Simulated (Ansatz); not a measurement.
The same path of ClH + H4Sn (7 atoms, charge 0, multiplicity 1) was run twice with different band settings. Lost on the way: Sn1–H2, Cl6–H7. Made: Sn1–Cl6, H2–H7.

Level of theory: RKS PBE/def2-SVP (Ansatz).

Relaxed end points:

```xyz
7
Properties=species:S:1:pos:R:3
Sn 0.271 0.000 -0.158
H 0.074 0.000 1.567
H 1.962 0.000 -0.497
H -0.467 1.416 -0.799
H -0.467 -1.416 -0.799
Cl -3.131 0.000 1.879
H -1.848 0.000 2.105
```

```xyz
7
Properties=species:S:1:pos:R:3
Sn -0.373 0.000 -0.840
H -0.246 0.000 3.747
H 1.031 0.000 0.163
H -0.514 1.434 -1.786
H -0.514 -1.434 -1.786
Cl -2.243 0.000 0.638
H -0.747 0.000 3.161
```

Common settings: movable images 5; climbing image yes; spring 5.0 eV/Å²; optimiser quadratic models (default); start path through a guess of the saddle point; iteration limit 60; end points relaxed.

| run | force threshold |
| --- | --- |
| 1 | 0.03 eV/Å |
| 2 | 0.2 eV/Å |

(1) What does each run give, and how far can it be trusted?

## Answers

(1) Run 1: converged after 13 iterations, highest image 1.061 eV above the first end. A vibrational analysis at the climbing image gives 2 clearly imaginary modes (937i, 89i cm⁻¹): a point of higher order. A lower path may pass nearby, or the ends, which weren't checked, may share the extra mode.
Run 2: converged after 10 iterations, highest image 1.061 eV above the first end. The threshold of 0.2 eV/Å is loose, so the images may lie well off the minimum-energy path. Another band between the same ends (5 images) ends at a top of the same energy, where a vibrational analysis finds 2 clearly imaginary modes.
The orbitals stay closed-shell, which can raise the energy where a bond breaks towards radicals; this wasn't checked here.
